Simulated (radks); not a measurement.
Q: All-electron atom: Pd II in [Ar] 3d10 4s2 4p5.5 4d9 4f0.5 (fractional occupations, a model configuration). Calculated with a radial shooting solver on a logarithmic mesh with Libxc functionals: scalar-relativistic Kohn-Sham, PBE, spin-polarised, spherical densities, finite nucleus; open shells are filled with parallel spins first (spin-orbit coupling, left out, can overturn this in heavy ions); Fermi nuclear charge, rms radius 4.5318 fm. Some entries of the table are withheld. Estimate them.

| orbital | occ. | eigenvalue (eV) | <r> (bohr) |
|---|---|---|---|
| 1s up | 1 | -24183.86 | 0.03185 |
| 1s down | 1 | -24183.75 | 0.03185 |
| 2s up | 1 | -3546.318 | 0.1383 |
| 2s down | 1 | -3546.072 | 0.1383 |
| 2p up | 3 | -3181.434 | 0.1206 |
| 2p down | 3 | -3181.192 | 0.1206 |
| 3s up | 1 | -654.1107 | 0.3793 |
| 3s down | 1 | -653.9096 | 0.3793 |
| 3p up | 3 | -534.1561 | 0.3787 |
| 3p down | 3 | -533.9266 | 0.3786 |
| 3d up | 5 | -343.6065 | 0.3576 |
| 3d down | 5 | -343.3132 | 0.3575 |
| 4s up | 1 | (1) | 0.9426 |
| 4s down | 1 | (2) | 0.9427 |
| 4p up | 3 | -68.8613 | 1.034 |
| 4p down | 2.5 | -67.5845 | 1.035 |
| 4d up | 5 | -20.2509 | 1.394 |
| 4d down | 4 | -19.1786 | 1.411 |
| 4f up | 0.5 | -2.1188 | 10.32 |

A: 
(1) 4s up eigenvalue (eV): -103.2331
(2) 4s down eigenvalue (eV): -101.9412
